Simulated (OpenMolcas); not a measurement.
# F3+: Slater's ratio, worked from levels

```
Program             : OpenMolcas 26.06
Basis               : ANO-R3 [4s4p2d1f]
Scalar Hamiltonian  : X2C, finite nucleus
Active space        : 2 electrons in 9 orbitals (RAS2 2p; RAS3 3s 3d, at most 1 electron)
State averaging     : 2S+1 = 3 even, 3 roots; 2S+1 = 1 even, 6 roots
Spin-orbit coupling : state interaction with AMFI integrals over the reference wave functions, term energies averaged over their components
```

Methods: RASSCF; SS-RASPT2, IPEA 0.25 Eh, imaginary shift 0.1 Eh (closed shells correlated: 1s 2s). Measured levels: Moore, Atomic Energy Levels, vol. I, NSRDS-NBS 35 (1971 reprint of NBS Circular 467, 1949).

**Slater's ratio.** With one set of orbitals, p2 has 1D - 3P = 6 F2 and 1S - 1D = 9 F2 (F2 = F²/25), a ratio of 3/2. Term energies are centres of gravity, weighted by 2J + 1.

```json
{"Source": "RASSCF", "1D - 3P": "27398", "1S - 3P": "68028", "F2 from the first": "4566", "Ratio": "1.483"}
{"Source": "SS-RASPT2", "1D - 3P": "25402", "1S - 3P": "60075", "F2 from the first": "4234", "Ratio": "1.365"}
{"Source": "measured", "1D - 3P": "24825", "1S - 3P": "53128", "F2 from the first": "4138", "Ratio": "1.140"}
```

Energies in cm-1. A ratio away from 3/2 shows effects beyond one configuration with one set of orbitals, and in heavier atoms second-order spin-orbit shifts.

CASPT2 breaks the degeneracy within a term, and the mean is taken; among the terms shown or strongly mixed into the levels shown the widest spread is 75 cm-1 (2s2 2p2 1D, SS-RASPT2). With the s shell closed, the reference lacks s² → p² mixing. Measured partners are found by configuration, term and J. A level has none where our copy of the source lacks it or the pairing is in doubt (some pairs that miss far off the trend of their configuration count as doubtful), and it then counts in no deviation. Levels of configurations outside the active space are missing.
